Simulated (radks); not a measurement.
Species: the phosphorus ion P12+. Configuration: [He] 2p1 (not the ground configuration). All-electron calculation, scalar-relativistic Kohn-Sham, OLYP, spin-polarised, spherical densities, finite nucleus; open shells are filled with parallel spins first; Fermi nuclear charge, rms radius 3.1889 fm. Program: a radial shooting solver on a logarithmic mesh with Libxc functionals.

Normalised radial functions P(r) = r R(r), r in bohr:

r,1s up,1s down,2p up
0.003336,0.3670,0.3674,0.0017
0.004042,0.4394,0.4400,0.0024
0.004897,0.5251,0.5258,0.0035
0.005886,0.6212,0.6220,0.0050
0.007132,0.7379,0.7388,0.0072
0.008642,0.8730,0.8742,0.0103
0.01047,1.0280,1.0294,0.0149
0.01259,1.1959,1.1975,0.0211
0.01525,1.3908,1.3926,0.0303
0.01848,1.6039,1.6060,0.0433
0.02239,1.8310,1.8334,0.0617
0.02713,2.0648,2.0674,0.0872
0.03261,2.2848,2.2877,0.1208
0.03951,2.4956,2.4986,0.1684
0.04788,2.6679,2.6711,0.2322
0.05801,2.7794,2.7824,0.3164
0.06973,2.8074,2.8101,0.4198
0.08449,2.7349,2.7369,0.5542
0.1024,2.5471,2.5480,0.7164
0.124,2.2471,2.2464,0.9031
0.1503,1.8570,1.8547,1.1048
0.1807,1.4372,1.4339,1.2958
0.2189,1.0033,1.0002,1.4679
0.2652,0.6257,0.6234,1.5796
0.3214,0.3404,0.3387,1.5960
0.3863,0.1627,0.1614,1.4988
0.4681,0.0618,0.0612,1.2794
0.5672,0.0184,0.0182,0.9752
0.6872,0.0041,0.0040,0.6505
0.8327,0.0006,0.0006,0.3698
1.001,0.0001,0.0001,0.1788
1.213,0.0000,0.0000,0.0662

1s up: eigenvalue -2643.2 eV, 0 radial nodes, <r> = 0.103 bohr, 90 % of the charge inside 0.183 bohr. 1s down: eigenvalue -2639.8 eV, 0 radial nodes, <r> = 0.102 bohr, 90 % of the charge inside 0.183 bohr. 2p up: eigenvalue -558.78 eV, 0 radial nodes, <r> = 0.377 bohr, 90 % of the charge inside 0.605 bohr.
